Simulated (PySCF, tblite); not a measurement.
C3H11ClSi2.
Cartesian coordinates in Å at the GFN2-xTB level; atoms count from 1:
```xyz
17
C3H11ClSi2 angstrom
C     -0.633    1.895   -0.560
Si    -0.701   -0.004   -0.710
Si    -1.849   -0.958    1.066
C      1.106   -0.650   -0.800
C      1.888   -0.325    0.448
Cl     3.560   -0.980    0.363
H     -0.245    2.205    0.407
H     -0.005    2.341   -1.326
H     -1.625    2.325   -0.661
H     -1.271   -0.316   -2.035
H     -1.740   -2.419    1.092
H     -3.279   -0.640    1.027
H     -1.359   -0.486    2.367
H      1.096   -1.731   -0.946
H      1.616   -0.224   -1.665
H      1.438   -0.770    1.335
H      1.997    0.749    0.589
```

Method used: CAM-B3LYP/def2-SVPD in PySCF (dipole) on a GFN2-xTB geometry, gas phase.

Masses are those of the commonest isotopes; rigid-rotor values at the optimised geometry. The values belong to one conformer with, in the numbering `[CH3:1][Si@H:2]([SiH3:3])[CH2:4][CH2:5][Cl:6]`, C1–Si2–C4–C5 62°, Si2–C4–C5–Cl6 178°.

Q: What are A, B and C (MHz)?

A: Ia = 190.57, Ib = 654.52, Ic = 759.59 u·Å²; 505379 MHz·u·Å²/I gives A = 2652, B = 772.1, C = 665.3 MHz.

Q: What kind of rotor is it?

A: An asymmetric top. Ray's parameter κ = (2B − A − C)/(A − C) = -0.892; −1 is the prolate and +1 the oblate limit.

Q: What does the inertial defect say?

A: Not planar: Δ = Ic − Ia − Ib = -85.50 u·Å². For a rigid frame Δ = −2 Σ m c², so Σ m c² = 42.75 u·Å² lies off the ab plane: 16.46 from hydrogen and 26.29 from heavier atoms. The atom farthest from that plane is 1.80 Å away.

Q: Give the other two planar moments, Paa and Pbb, and the rms extents of the mass along the axes.

A: Paa = Σ m a² = (Ib + Ic − Ia)/2 = 611.76 and Pbb = Σ m b² = (Ia + Ic − Ib)/2 = 147.82 u·Å². With the mass M = 138.01 u, the rms extents √(P/M) along a, b and c are 2.11, 1.03, 0.56 Å.

Q: Where do the levels up to J = 2 lie, in MHz?

A: Above 0(0,0):
J = 1: 1(0,1) 1437, 1(1,1) 3317, 1(1,0) 3424
J = 2: 2(0,2) 4308, 2(1,2) 6085, 2(1,1) 6406, 2(2,1) 12045, 2(2,0) 12049

Q: Predict some low-J microwave lines.

A: The dipole components are |μa| = 2.03 D, |μb| = 0.90 D, |μc| = 0.31 D. The squared components, which scale the intensities, stand as 1.00 : 0.19 : 0.02 (a : b : c). Some lines, for components of 0.1 D or more:

| type | branch | J(Ka,Kc) | MHz | lower level (cm⁻¹) |
| --- | --- | --- | --- | --- |
| a | Q | 2(1,1) ← 2(1,2) | 320 | 0.203 |
| b | R | 2(0,2) ← 1(1,1) | 991 | 0.111 |
| a | R | 1(0,1) ← 0(0,0) | 1437 | 0.000 |
| c | Q | 2(1,2) ← 2(0,2) | 1777 | 0.144 |
| c | Q | 1(1,1) ← 1(0,1) | 1880 | 0.048 |
| b | Q | 1(1,0) ← 1(0,1) | 1987 | 0.048 |
| b | Q | 2(1,1) ← 2(0,2) | 2098 | 0.144 |
| a | R | 2(1,2) ← 1(1,1) | 2768 | 0.111 |
| a | R | 2(0,2) ← 1(0,1) | 2871 | 0.048 |
| a | R | 2(1,1) ← 1(1,0) | 2982 | 0.114 |
| b | R | 1(1,1) ← 0(0,0) | 3317 | 0.000 |
| c | R | 1(1,0) ← 0(0,0) | 3424 | 0.000 |
| c | R | 2(1,1) ← 1(0,1) | 4968 | 0.048 |
| c | Q | 2(2,1) ← 2(1,1) | 5639 | 0.214 |
| b | Q | 2(2,0) ← 2(1,1) | 5644 | 0.214 |
| b | Q | 2(2,1) ← 2(1,2) | 5960 | 0.203 |
| b | R | 2(2,1) ← 1(1,0) | 8621 | 0.114 |
| c | R | 2(2,0) ← 1(1,0) | 8625 | 0.114 |
| c | R | 2(2,1) ← 1(1,1) | 8728 | 0.111 |
| b | R | 2(2,0) ← 1(1,1) | 8732 | 0.111 |

Q: Estimate the classical rotational partition function at 25 K, 50 K and 500 K.

A: Point group C1, symmetry number σ = 1; q = (√π/σ)·√((kT/h)³/(ABC)), k/h = 20836.6 MHz/K: 18100 at 25 K, 51100 at 50 K, 1610000 at 500 K.

Its GFN2-xTB frequencies are all real (lowest 30 cm⁻¹). No vibrational averaging or centrifugal distortion is included, and the geometry carries the error of its method. A rigid rotor knows nothing of internal rotation, which can split or shift real lines. Quadrupole hyperfine structure (35Cl) is left out.

The run took 55 s on Arm Neoverse V1, one thread (shared host), and the process peaked at 1.0 GiB of memory. This is the CAM-B3LYP/def2-SVPD job that gave the dipole, with the excitations it also computed.
